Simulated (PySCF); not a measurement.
SnH2, SMILES [SnH2] (connectivity only; charge and spin as stated), neutral, multiplicity 1. Atoms are numbered in the order given.

```xyz
3

Sn     0.0000     0.0000    -0.0482
H      0.0000     1.2652     1.2049
H      0.0000    -1.2652     1.2049
```
Charge 0, spin multiplicity 1.

Coordinates come from a B3LYP-D3(BJ)/def2-TZVPD optimisation. The def2 effective core potentials stand for the cores of Sn; spin–orbit coupling is left out.

The numbers are results of PBE/def2-TZVPD (PySCF), not measurements.

Isolated molecule, no solvent.

Computed frontier levels, gap, dipole moment and polarisability:
```json
{
  "highest_occupied_level": "-5.69 eV",
  "lowest_empty_level": "-3.78 eV",
  "orbital_gap": "1.91 eV",
  "dipole_moment": "0.171 e·Å",
  "quadrupole, principal values (traceless, Buckingham form, about the centre of nuclear charge)": "-4.75, -2.22, 6.97 D·Å",
  "mean_static_polarisability": "50.6 bohr³ (7.51 Å³)",
  "polarisability_principal_values": "39.9, 54.5, 57.6 bohr³"
}
```
